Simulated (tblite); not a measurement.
Compound: C₇H₇O (doublet state).
SMILES with atom numbers: `[OH:1][CH2:2][c:3]1[cH:4][cH:5][c:6][cH:7][cH:8]1` (hydrogens: H9 on O1; H10, H11 on C2; H12 on C4; H13 on C5; H14 on C7; H15 on C8)

Computed geometry: GFN2-xTB, gas phase. This method treats the open shell by occupation alone, without spin polarisation.

(1) List the bond lengths, angles and torsions at this level.

Results:

(1) 
```csv
bond,length (bohr)
O1–C2,2.670
C2–C3,2.856
"C3–C4, C3–C8",2.624
"C4–C5, C7–C8",2.633
"C5–C6, C6–C7",2.576
O1–H9,1.821
"C2–H10, C2–H11",2.072
"C4–H12, C8–H15",2.043
"C5–H13, C7–H14",2.040
```

Bonds in one row agree within 0.02 bohr and their mean is given. A selection of angles:
```csv
angle,degrees
C2–O1–H9,108.7
O1–C2–C3,112.0
O1–C2–H10,105.2
O1–C2–H11,110.3
C3–C2–H10,110.5
H10–C2–H11,108.7
C2–C3–C4,119.8
C4–C3–C8,119.9
C3–C4–C5,120.3
C3–C4–H12,119.9
C5–C4–H12,119.8
C4–C5–C6,117.3
C4–C5–H13,120.4
C6–C5–H13,122.2
C5–C6–C7,124.8
```

Dihedral angles: O1–C2–C3–C4 81° (synclinal); H9–O1–C2–C3 56° (synclinal). The mirror-image conformer, all signs reversed, is as good.

C4 (carbon bonded to 2 C and H) is planar (angles 120.3°, 119.9° and 119.8°, sum 360.0°, 0.00 Å off the plane of its three neighbours). O1 (oxygen bonded to C and H) is bent (angle 108.7°). The C–C distances run from 1.363 Å (C6–C7, aromatic) to 1.511 Å (C2–C3, drawn single), a spread of 0.148 Å. C5 (carbon bonded to 2 C and H) is planar (angles 122.2°, 120.4° and 117.3°, sum 360.0°, 0.00 Å off the plane of its three neighbours). C3 (carbon bonded to 3 C) is planar (angles 120.3°, 119.9° and 119.8°, sum 359.9°, 0.02 Å off the plane of its three neighbours). The 6-membered ring C3–C4–C5–C6–C7–C8 has internal angles of 117.3° to 124.8°; it is planar, 0.00 Å rms from its mean plane, widest ring torsion 1°. Of the pairs four or more bonds apart, H11···H15 is among the closest relative to their van der Waals radii: 2.43 Å, 101 % of the sum of Bondi's values.

Point group: C1 (no symmetry element, even within 0.4 Å). Its lowest GFN2-xTB frequency is 9i cm⁻¹, too small to tell a flat minimum from a shallow saddle. Torsions: H–O1–C2–C3 56°, O1–C2–C3–C4 81°.

The run took 0.22 s of wall time on Arm Neoverse V2, one thread, no GPU, shared host with 96 logical CPUs at a one-minute load of 44. This is the geometry optimisation.
